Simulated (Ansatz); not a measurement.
One geometry of `c1cc2ccc3ccc4cncc(c2c1)c34`, several levels of theory.

```yaml
crystal:
  periodic: [false, false, false]
  atoms:
    - {symbol: C, position_ang: [3.705360, 0.000316, -0.150852]}
    - {symbol: C, position_ang: [3.159081, -1.205708, 0.256304]}
    - {symbol: C, position_ang: [1.737088, -1.068329, 0.270148]}
    - {symbol: C, position_ang: [0.881564, -2.094749, 0.631326]}
    - {symbol: C, position_ang: [-0.532525, -2.121119, 0.695890]}
    - {symbol: C, position_ang: [-1.403493, -1.088262, 0.402101]}
    - {symbol: C, position_ang: [-2.860505, -1.173266, 0.488202]}
    - {symbol: C, position_ang: [-3.410147, 0.023561, 0.129488]}
    - {symbol: C, position_ang: [-2.327902, 0.944881, -0.205931]}
    - {symbol: C, position_ang: [-2.323017, 2.262645, -0.624473]}
    - {symbol: N, position_ang: [-1.166153, 2.922127, -0.880422]}
    - {symbol: C, position_ang: [-0.023922, 2.286466, -0.724813]}
    - {symbol: C, position_ang: [0.124998, 0.918413, -0.296785]}
    - {symbol: C, position_ang: [1.430896, 0.337463, -0.165486]}
    - {symbol: C, position_ang: [2.657568, 0.941710, -0.408617]}
    - {symbol: C, position_ang: [-1.088149, 0.255193, -0.037102]}
    - {symbol: H, position_ang: [4.770666, 0.214111, -0.262716]}
    - {symbol: H, position_ang: [3.695263, -2.116610, 0.524929]}
    - {symbol: H, position_ang: [1.380211, -3.031450, 0.909400]}
    - {symbol: H, position_ang: [-0.984053, -3.067358, 1.014657]}
    - {symbol: H, position_ang: [-3.396728, -2.072877, 0.795682]}
    - {symbol: H, position_ang: [-4.472944, 0.269517, 0.093982]}
    - {symbol: H, position_ang: [-3.251594, 2.829135, -0.767300]}
    - {symbol: H, position_ang: [0.879533, 2.867685, -0.945253]}
    - {symbol: H, position_ang: [2.818905, 1.966555, -0.742338]}
basis:
  gaussian: {orbitals: 6-31G}
hamiltonian: {xc: {name: B3LYP}, dispersion: d4}
scf: {omitted_lower_state_checks: [starts]}
output: {orbitals: {seedname: orbitals}}
```

The file start.molden holds the orbitals of an earlier run on this structure, at another level or in another basis.

```sh
$ ansatz run in.yaml --threads 6 --pin off --events-out ev --progress --plain --max-ram 7833MiB
```

It prints (some lines left out):

```
Functional definition: B3LYP
2323 factors; integrals over basis functions are off by at most 2.3e-4 eV
mean field evaluation 1: about -17174.4385 eV, gradient 6.3e1 eV
mean field evaluation 2: about -17173.5376 eV, gradient 6.6e1 eV
mean field evaluation 4: about -17184.9488 eV, gradient 5.8e0 eV
mean field evaluation 8: about -17185.5590 eV, gradient 1.1e0 eV
mean field evaluation 16: about -17185.5630 eV, gradient 1.1e-3 eV
mean field -17185.56295389 eV, -631.5577897627 hartree, gradient 1.7e-5 eV, S^2 0.000000; 0 other end points of the search recorded, 0 dependent functions left out
reference -17185.56326666 eV, -631.5578012566 hartree; 53, 53 occupied and 109, 109 virtual orbitals, 2323 factors
Total energy: -17187.18941445 eV, -631.6175610858 hartree
Checks for a lower state left out: starts
```

Run time 2.3 s (6 threads of Intel Xeon 6975P-C on a shared host).

As the first input, with `gaussian: {orbitals: def2-TZVP, initial_orbitals: start.molden}`, `hamiltonian: {xc: pbe0, dispersion: d4}`, `output: {forces: true, orbitals: {seedname: orbitals}}` (abridged; 26 s):

```
Functional definition: PBE0
mean field -17175.55271109 eV, -631.1899201248 hartree, gradient 2.5e-5 eV, S^2 0.000000
Total energy: -17176.43544487 eV, -631.2223599928 hartree
Atom 0 force    -0.222631    -0.313141     0.108004 eV/Å
Atom 1 force     0.087586     0.338426    -0.112018 eV/Å
Atom 2 force    -0.194716    -0.205224     0.073993 eV/Å
Atom 3 force     0.280189     0.278291    -0.102107 eV/Å
Atom 4 force    -0.305655     0.324716    -0.091789 eV/Å
Atom 5 force     0.352908    -0.189403     0.052753 eV/Å
Atom 6 force    -0.230699     0.432210    -0.134630 eV/Å
Atom 7 force     0.192786    -0.448397     0.141477 eV/Å
Atom 8 force     0.283248     0.232732    -0.090332 eV/Å
Atom 9 force     0.026085    -0.365473     0.112590 eV/Å
Atom 10 force     0.168978    -0.369935     0.111269 eV/Å
Atom 11 force    -0.169134    -0.095359     0.038279 eV/Å
Atom 12 force    -0.294281    -0.015380     0.016245 eV/Å
Atom 13 force     0.347394     0.126117    -0.055767 eV/Å
Atom 14 force    -0.328406    -0.232929     0.089809 eV/Å
Atom 15 force     0.057019     0.199421    -0.065345 eV/Å
Atom 16 force    -0.357210    -0.082374     0.041084 eV/Å
Atom 17 force    -0.168889     0.312769    -0.092928 eV/Å
Atom 18 force    -0.148050     0.292171    -0.086493 eV/Å
Atom 19 force     0.142417     0.294426    -0.098606 eV/Å
Atom 20 force     0.166378     0.308069    -0.105011 eV/Å
Atom 21 force     0.355488    -0.096907     0.016723 eV/Å
Atom 22 force     0.346912    -0.187019     0.046461 eV/Å
Atom 23 force    -0.334462    -0.196033     0.074985 eV/Å
Atom 24 force    -0.053256    -0.341773     0.111355 eV/Å
Dipole moment:    -0.088649    -0.542308     0.175657 e Å
Checks for a lower state left out: starts
```

The first input with `gaussian: {orbitals: STO-3G}`, `hamiltonian: {xc: hf}` (abridged; 0.6 s):

```
Functional definition: HF
mean field -16869.56646164 eV, -619.9451328626 hartree, gradient 2.1e-5 eV, S^2 0.000000
Total energy: -16869.56646164 eV, -619.9451328626 hartree
Checks for a lower state left out: starts
```

The first input with `gaussian: {orbitals: def2-SVP, initial_orbitals: start.molden}`, `hamiltonian: {xc: pbe}`, `correlation: {method: rpa}` and without the key `output` (abridged; 6.5 s):

```
Functional definition: PBE
mean field -17156.53550713 eV, -630.4910507696 hartree, gradient 4.8e-6 eV, S^2 0.000000
16 core orbitals not correlated: weight in the atoms' cores, before any rotation towards them, 1.000 or more for the frozen orbitals, at most 0.000 for the correlated occupied ones
Total energy: -17150.48099572 eV, -630.2685515792 hartree
Checks for a lower state left out: starts
```

First input, but with `gaussian: {orbitals: def2-SVP, initial_orbitals: start.molden}`, `hamiltonian: {xc: pbe, dispersion: d4}` (abridged; 2.3 s):

```
Functional definition: PBE
mean field -17156.53558238 eV, -630.4910535351 hartree, gradient 2.0e-5 eV, S^2 0.000000
Total energy: -17157.56351045 eV, -630.5288291948 hartree
Checks for a lower state left out: starts
```

Geometry: r2SCAN-D4/def2-SVP.

B3LYP takes the VWN-RPA correlation. Correlated methods freeze 16 core orbitals. The restricted singlet is unstable towards broken spin symmetry in Hartree–Fock (as tested in another run); at HF/STO-3G this wasn't settled.
